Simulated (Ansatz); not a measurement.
Reaction (ligand exchange at the Si–C bond): `F[CH]([AlH2])[SiH3]` + `N=C(O)CO` → `OC/C(O)=N\[SiH3]` + `F[CH2][AlH2]`

Computed with Ansatz on PBE0-D4/def2-TZVP structures; ΔE is electronic, products minus reactants. CBS: MP2 limit from def2 TZ/QZ plus the TZ coupled-cluster correction, frozen cores. Each species was taken in one conformer, which may not be the lowest.

```tsv
species	CCSD(T)/CBS(def2) energy (Eh)
`F[CH]([AlH2])[SiH3]`	-672.50092
`N=C(O)CO`	-284.14654
`OC/C(O)=N\[SiH3]`	-574.44481
`F[CH2][AlH2]`	-382.22364
```

Task: Work out ΔE.

Result: ΔE = (-574.44481) + (-382.22364) − (-672.50092) − (-284.14654) = -0.02099 Eh = -55.1 kJ/mol.

Largest T1 diagnostic among the species: 0.013.

In def2-TZVPP, CCSD(T) changes the Hartree–Fock value by +11.6 kJ/mol (the triples alone add +0.9 kJ/mol) and MP2 by +5.6 kJ/mol. From PBE to PBE0 (25 % exact exchange), in def2-TZVPP and without D4, ΔE moves by −3.9 kJ/mol.
